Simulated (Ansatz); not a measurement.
The lowest singlet and triplet of GeH2 (SMILES [GeH2]); geometries from B3LYP-D3(BJ)/def2-TZVP, each state relaxed from the structure named, with no frequency check.
Singlet (charge 0, multiplicity 1):
```json
[
 {"atom": "Ge", "x (Å)": "-0.0002", "y (Å)": "0.0661", "z (Å)": "0.0000"},
 {"atom": "H", "x (Å)": "-1.1338", "y (Å)": "-1.0621", "z (Å)": "0.0000"},
 {"atom": "H", "x (Å)": "1.1409", "y (Å)": "-1.0545", "z (Å)": "0.0000"}
]
```
Triplet (charge 0, multiplicity 3):
```csv
atom,x (Å),y (Å),z (Å)
Ge,-0.0001,0.0458,0.0000
H,-1.3353,-0.7361,0.0000
H,1.3395,-0.7284,0.0000
```

A positive gap puts the triplet lower; no zero-point energy. R- takes a restricted singlet. The triplet is unrestricted in single-reference levels. Active spaces average the two states.

Correlated levels freeze the cores. Filled d and f shells under p-block atoms count as core.

The values were computed with Ansatz (an electronic-structure program). Each number belongs to the level named beside it.

### Question
What is the computed gap E(singlet) − E(triplet), adiabatic (R-wB97X-V/def2-TZVPP)?

### Answer
-112 kJ/mol

### Question
What is the computed gap E(singlet) − E(triplet), adiabatic (FIC-MRCISD+Q on SA-CASSCF(6,6)/cc-pVQZ)?

### Answer
-98 kJ/mol

### Question
What gap E(singlet) − E(triplet), adiabatic does R-CCSD(T)/cc-pVTZ give?

### Answer
-95 kJ/mol

Doubts at one or more of the structures used: a restricted determinant that unrestricted orbitals would lower (R-CCSD(T)/cc-pVTZ).
